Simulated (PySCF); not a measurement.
State search for GaSi

Unrestricted PBE0; PySCF, no relativity, basis sets Ga def2-TZVPP, Si def2-TZVPP. Outer shells of the fragments: Ga 3d10 4s2 4p1; Si 3s2 3p2.

Followed along the bond (rough minima from three points):

```tsv
2Ms+1	unpaired	⟨S²⟩ at the start	R at minimum (Å)	Te (eV)
4	σ ↑, π ↑↑	3.75	2.42	0.00
2	σ ↓, π ↑↑	1.78	2.40	0.29
2	σ ↑, π ↑↓	1.77	2.42	0.36
2	σ ↑	0.76	2.43	1.09
2	π ↑	0.76	2.25	1.10
```

Solutions found at the starting distance of 2.320 Å, counted from the lowest of them; the search is not exhaustive and high or unbound solutions are not listed, so other states can lie among these:

```
2Ms+1   unpaired   term  E (eV)  ⟨S²⟩  ⟨Lz²⟩  μ (D)
    4  σ ↑, π ↑↑    ⁴Σ⁻    0.00  3.75   0.00  -1.14
    2  σ ↓, π ↑↑  mixed    0.29  1.78   0.00  -1.21
    2  σ ↑, π ↑↓  mixed    0.35  1.77   2.03  -1.12
    2        π ↑     ²Π    1.09  0.76   1.01  -1.82
    2        σ ↑  mixed    1.10  0.76   2.00  -0.84
    2        π ↑     ²Π    1.32  0.76   1.01   0.37
    4      π ↑↑↑     ⁴Π    2.62  3.76   1.01  -0.37
    4  σ ↑, π ↑↑  mixed    2.92  3.76   2.02   1.25
```

A term symbol is given only where ⟨S²⟩ and ⟨Lz²⟩ are close to those of a pure state; real π, δ and φ orbitals otherwise mix terms. A positive dipole means Ga(−)Si(+).

Spin–orbit coupling is left out.
